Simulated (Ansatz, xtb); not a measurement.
## Relative energy of two isomers of C2H7GeN

Structure I is `C=[N][GeH2][CH3]`, a singlet and structure II is `C=[CH][GeH2][NH2]`, a singlet. Both are isolated molecules in the gas phase, relaxed with B3LYP-D3(BJ)/def2-SVP; the shapes shown needn't be the lowest conformers.

I (Å):

```xyz
11

C    -1.2201   -1.8901    2.4993
C     1.7855   -0.0332    0.5198
Ge   -0.0171    0.2346    1.2324
N    -0.8072   -1.4583    1.3850
H    -1.1718   -1.3314    3.4618
H    -1.6740   -2.8981    2.5730
H     0.0093    0.9336    2.6214
H    -0.8890    1.0375    0.2457
H     2.3932   -0.6115    1.2314
H     1.7275   -0.5882   -0.4279
H     2.2765    0.9345    0.3373
```

II (Å):

```json
{"atom": "C", "x (Å)": "0.2663", "y (Å)": "-2.7840", "z (Å)": "0.4793"}
{"atom": "C", "x (Å)": "0.9577", "y (Å)": "-1.8319", "z (Å)": "-0.1575"}
{"atom": "Ge", "x (Å)": "0.1724", "y (Å)": "-0.1397", "z (Å)": "-0.7099"}
{"atom": "N", "x (Å)": "0.4826", "y (Å)": "0.0481", "z (Å)": "-2.5247"}
{"atom": "H", "x (Å)": "0.7231", "y (Å)": "-3.7333", "z (Å)": "0.7829"}
{"atom": "H", "x (Å)": "-0.7938", "y (Å)": "-2.6591", "z (Å)": "0.7298"}
{"atom": "H", "x (Å)": "2.0158", "y (Å)": "-2.0044", "z (Å)": "-0.3917"}
{"atom": "H", "x (Å)": "-1.3235", "y (Å)": "-0.1654", "z (Å)": "-0.2861"}
{"atom": "H", "x (Å)": "0.8701", "y (Å)": "1.0700", "z (Å)": "-0.0510"}
{"atom": "H", "x (Å)": "0.2295", "y (Å)": "0.9609", "z (Å)": "-2.9002"}
{"atom": "H", "x (Å)": "0.0340", "y (Å)": "-0.6652", "z (Å)": "-3.0978"}
```

Energies in hartree; the thermal terms are from B3LYP-D3(BJ)/def2-SVP harmonic frequencies (ideal gas, rigid rotor, one conformer each, 298.15 K, 1 atm) and include the zero-point energy:

|  | I | II |
| --- | --- | --- |
| E, CCSD(T)/def2-SVP | −2209.980317 | −2209.980386 |
| E, MP2/def2-SVP | −2209.918410 | −2209.918810 |
| E, MP2/def2-TZVPP | −2210.466281 | −2210.470981 |
| zero-point energy | 0.082013 | 0.083268 |
| H(298 K) − E | 0.089571 | 0.090799 |
| G(298 K) − E | 0.051398 | 0.052798 |

Task: Correct the CCSD(T) difference for the basis set by the MP2 change, then work out ΔE, ΔE₀, ΔH and ΔG for I → II in kJ/mol (1 Eh = 2625.50 kJ/mol) and the equilibrium ratio [II]/[I].

Result: 1. Differences II − I: CCSD(T) −0.000069, MP2 in the small set −0.000400, MP2 in the large set −0.004700 Eh.
2. ΔE = −0.000069 + (−0.004700 − (−0.000400)) = −0.004369 Eh = −11.47 kJ/mol.
3. ΔE₀ = ΔE + ΔZPE = −0.004369 + (+0.001255) Eh = −8.18 kJ/mol.
4. ΔH = ΔE + (+0.001228) Eh = −8.25 kJ/mol.
5. ΔG = ΔE + (+0.001400) Eh = −7.80 kJ/mol, so ΔS = (ΔH − ΔG)/T = −1.5 J/(mol K).
6. kT = 0.9442 mEh, so K = [II]/[I] = exp(−ΔG/kT) = exp(+3.14) ≈ 23.

The sums favour II, but ΔE leans on the basis-set step (CCSD(T) alone has the other sign or is under 1 kcal/mol), so the order isn't settled. An error of 4 kJ/mol in ΔG would change K by a factor of 5. B3LYP-D3(BJ)/def2-SVP, MP2/def2-SVP, CCSD(T)/def2-SVP found them nearly level. GFN2-xTB, HF/STO-3G gave ΔE the other sign. Mirror images and further conformers aren't counted.

As drawn, II has 1 C=C, 2 N–H in place of 1 C=N, 2 C–H.

Other levels gave ΔE = +15.8 (GFN2-xTB); +42.1 (HF/STO-3G, GFN2-xTB geometries); −4.3 (r2SCAN-D4/def2-SVP, GFN2-xTB geometries); +1.2 (B3LYP-D3(BJ)/def2-SVP); −5.5 (HF/def2-SVP); −1.1 (MP2/def2-SVP); −0.2 (CCSD(T)/def2-SVP) kJ/mol. The correlated steps freeze 12 core orbitals; the filled d shell of Ge is correlated, in a basis made for valence electrons. Programs: Ansatz 0.2.0, xtb 6.7.1.
